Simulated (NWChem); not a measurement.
System: C₃Cl₂F₂; SMILES FC(F)=C=C(Cl)Cl

Input file for NWChem:

```
start job
memory heap 200 mb stack 900 mb global 1100 mb
geometry units angstroms noautosym nocenter noautoz
  F      1.085956     0.000000     2.636226
  C      0.000000     0.000000     1.874623
  F     -1.085956     0.000000     2.636226
  C      0.000000     0.000000     0.558784
  C      0.000000     0.000000    -0.755320
  Cl     0.000000     1.459146    -1.709531
  Cl     0.000000    -1.459146    -1.709531
end
basis spherical
  F library 6-31g*
  C library 6-31g*
  Cl library 6-31g*
end
dft
  xc b3lyp
  iterations 150
end
property
  response 1 0.0773
end
task dft property
```

The geometry was optimised at PBE-D3(BJ)/def2-SVP.

Field at 589 nm.

Task: Predict the main results of this run. (B3LYP/6-31G* (spherical d).) Quantities: isotropic polarisability (bohr³); anisotropy (bohr³).

Result: The isotropic polarisability (bohr³) is 57.8 and the anisotropy (bohr³) comes out as 57.8.
